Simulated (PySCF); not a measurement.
A structure optimised at PBE0-D3(BJ)/def2-SVP, used in a PySCF frequency run:

```xyz
5

W      0.0000     0.0000     0.2035
O      0.0000     1.3510     1.2211
O      0.0000    -1.3510     1.2211
Cl    -1.9118     0.0000    -1.0175
Cl     1.9118     0.0000    -1.0175
```
Charge 0, spin multiplicity 1.

Problem. Write its SMILES, formula and point group.

Solution. [O]=[W](=[O])([Cl])[Cl], Cl₂O₂W, C2v

Problem. What are its rotational constants (standard atomic weights)?

Solution. 2.7018, 1.5915, 1.3032 GHz
